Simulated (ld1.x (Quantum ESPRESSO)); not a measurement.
**B (Z = 5): one change to a TM potential, before and after**

ld1.x (Quantum ESPRESSO) 7.5 input, shortened:

```
&input
   title='B', zed=5., rel=1, dft='PZ', iswitch=3,
   config='[He] 2s2 2p1 3d-2'
 /
 &inputp
   pseudotype=2, tm=.true., lloc=1,
   nlcc=.false.
 /
3
2S  1  0   2.00   0.00  1.55  1.55  0.0
3D  3  2  -2.00   0.40  1.70  1.70  0.0
2P  2  1   1.00   0.00  2.00  2.00  0.0
 &test
   configts(1)='2s2 2p1'
 /
```

Change: all radii scaled by about 0.89 (s 1.38, p 1.78, d 1.52 bohr).

Cutoffs: the cutoffs (Ry, on a coarse ladder) from which the occupation-weighted sum of valence levels, in a spherical-Bessel basis at the reference potential, stays within 10 and 1 mRy of its value at 400 Ry; they do not see the model core or the augmentation charge, which bear on the density cutoff. Errors are all-electron minus pseudo energies relative to the spin-unpolarised reference configuration.

**Question.** Predict the effect on cutoff, ghosts and configuration errors.

**Answer.** The potential gets harder (21 Ry and 50 Ry → 25 Ry and 55 Ry); of the 9 tests that both files solve, the error grows in 2 and shrinks in 2 by more than 15 % and 0.3 meV (median size 18.7 → 20.5 meV); neither file shows a bound ghost. A smaller radius makes the pseudo-wave follow the all-electron one further in, where it bends more sharply, so more plane waves are needed.

```tsv
quantity	base	changed
cutoff, loose	21 Ry	25 Ry
cutoff, tight	50 Ry	55 Ry
loose cutoff by channel (10 mRy a level)	s 15 Ry, p 21 Ry	s 18 Ry, p 25 Ry
bound ghosts	none	none
error for 2s2 2p0, meV [ΔE 8.33 eV]	+25	+21
error for 2s1 2p0, meV [ΔE 33.63 eV]	+132	+122
error for 2s2 2p0.5, meV [ΔE 2.94 eV]	+2.8	+2.3
error for 2s1 2p2, meV [ΔE 5.69 eV]	+4.2	+5.7
error for 2s2 2p1.3, meV [ΔE -0.77 eV]	+0.1	+0.2
error for 2s1 2p1, meV [ΔE 14.28 eV]	-3.3	+3.1
error for 2s0 2p3, meV [ΔE 11.40 eV]	+19	+24
error for 2s2 2p1 (spin-polarised), meV [ΔE -0.23 eV]	+24	+25
error for 2s1 2p0 (spin-polarised), meV [ΔE 32.90 eV]	+221	+212
```
